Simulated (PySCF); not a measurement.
C2H7ClSi.
Numbering: `[SiH3:1][CH2:2][CH2:3][Cl:4]`

A calculation gives these core lines: C 1s: 290.78 (area 1), 292.45 (area 1) eV; Si 1s: 1846.74 eV; Si 2p3/2: 107.00 eV; Cl 1s: 2828.32 eV; Cl 2p3/2: 205.73 eV.

Computed with delta-SCF UKS SCAN, pcX-2 on the ionised atom, pcseg-1 elsewhere, spin-free X2C in PySCF 2.14.0. One conformer (not necessarily the lowest) at the PBE0-D3(BJ)/def2-SVP geometry, without solvent, vibrations or thermal averaging.

(1) Assign the C 1s lines to atoms.

## Answers

(1) 290.78 eV: C2 (sp3 carbon bound to silicon); 292.45 eV: C3 (sp3 C–Cl carbon). Lowest listed C 1s: C2, bonded to C, 2 H and Si. Highest, 1.67 eV above it: C3, bonded to Cl, C and 2 H.

Bonded neighbours of each site: Si1: C and 3 H; C2: C, 2 H and Si; C3: Cl, C and 2 H; Cl4: C.

Task: Which photon wavelength matches the Si 2p3/2 of Si1 threshold?

Result: λ = hc/E = 12398.42 eV Å / 107.00 eV = 115.873 Å.

The 2p values add to the ΔSCF energy of one spin-free hole a correction within the shell (spin–orbit coupling, ligand field). 2p1/2 minus 2p3/2 (ligand field included): Si 0.62 eV, Cl 1.65 eV.

On Arm Neoverse V2, one thread, no GPU, shared host, this took 31 s wall.

Conformer computed: `[SiH3:1][CH2:2][CH2:3][Cl:4]`: Si1–C2–C3–Cl4 180°.
